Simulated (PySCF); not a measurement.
## Core binding energy against partial charge

C₃H₇B₂F₃.
Cartesian coordinates in Å at the PBE0-D3(BJ)/def2-SVP level; atoms count from 1:
```
atom  x, y, z in Å
B1    -0.8043    1.5272    0.2385
C2    -0.5491   -0.0035    0.2701
B3    -1.9545   -0.6705    0.1902
C4     0.5518   -0.5776   -0.6059
C5     1.9256   -0.2141   -0.1067
F6     2.0768    1.1125    0.0194
F7     2.8794   -0.6485   -0.9326
F8     2.1649   -0.7460    1.1002
H9    -0.5519    2.1644   -0.7581
H10   -1.3343    2.0770    1.1738
H11   -0.4107   -0.2749    1.3483
H12   -2.8709   -0.2441    0.8518
H13   -2.1272   -1.6518   -0.4969
H14    0.5160   -1.6759   -0.6673
H15    0.4697   -0.1896   -1.6323
```

Binding energies: PySCF 2.14.0, delta-SCF UKS SCAN, pcX-2 on the ionised atom, pcseg-1 elsewhere, spin-free X2C. Charges: PBE0/pcSseg-1 ground-state density, for the ionised atom.

```
atom                environment  C 1s (eV)  Mulliken (e)  IAO (e)  Hirshfeld (e)  ESP (e)
  C2  sp3 carbon bound to boron     290.71        -0.665   -0.385         -0.157   +0.120
  C4           chain CH2 carbon     291.72        -0.225   -0.290         -0.092   -0.498
  C5                 CF3 carbon     298.17        +0.801   +0.810         +0.259   +0.606
```

Give the correlation coefficient and slope of binding energy on charge for each scheme.

Hirshfeld: r = 1.00, slope 18.1 eV per e; IAO: r = 1.00, slope 6.1 eV per e; Mulliken: r = 0.99, slope 5.3 eV per e; ESP: r = 0.75, slope 5.5 eV per e. On 3 points no scheme stands out.

The point-charge model writes a binding energy as kq + V + constant, with V the potential of the other atoms' charges at the site. What does it give with the ESP charges?

V = Σ 14.40 eV Å × q/r over all other atoms: +0.24 eV at C2, +8.16 eV at C4, -7.83 eV at C5. Fitting binding energy − V to q gives k = 19.9 eV per e and leaves an rms residual of 2.66 eV, against 2.17 eV for the fit on q alone. The model has no term for differences in relaxation between sites.

The structure is a single PBE0-D3(BJ)/def2-SVP conformer in the gas phase; no vibrational or solvent corrections.
